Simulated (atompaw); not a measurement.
Reading a pseudo-wave (nitrogen)

Columns: radius, all-electron u(r) and pseudo u(r) of the 2p shell (level -20.69 eV) of nitrogen in the configuration [He] 2s2 2p2; PBE, scalar-relativistic, PAW (atompaw) scheme, atompaw 4.2.0.5.

```csv
r (bohr),all-electron,pseudo
0.069,0.0432,0.0072
0.138,0.1383,0.0286
0.208,0.2537,0.0638
0.277,0.3683,0.1103
0.346,0.4743,0.1667
0.415,0.5673,0.2305
0.485,0.6468,0.3004
0.554,0.7108,0.3715
0.623,0.7615,0.4422
0.692,0.7994,0.5099
0.762,0.8256,0.5731
0.831,0.8410,0.6280
0.900,0.8471,0.6742
0.969,0.8454,0.7105
1.038,0.8372,0.7366
1.108,0.8233,0.7524
1.177,0.8053,0.7580
1.246,0.7839,0.7546
1.315,0.7598,0.7434
1.385,0.7333,0.7255
1.454,0.7057,0.7028
1.523,0.6773,0.6767
1.592,0.6484,0.6485
1.662,0.6188,0.6190
1.731,0.5898,0.5899
1.800,0.5612,0.5612
```

(1) How many radial nodes do the two functions have?

(2) Where does each function peak?

(3) Is the pseudo-wave norm-conserving?

Answers

(1) The all-electron 2p function has n − l − 1 = 0; the pseudo-wave has 0.

(2) Outermost all-electron maximum near 0.90 bohr, pseudo maximum near 1.18 bohr (to the table’s step).

(3) No, it belongs to a PAW set: the norm inside the radius is not constrained, and the difference is carried by the augmentation charge.
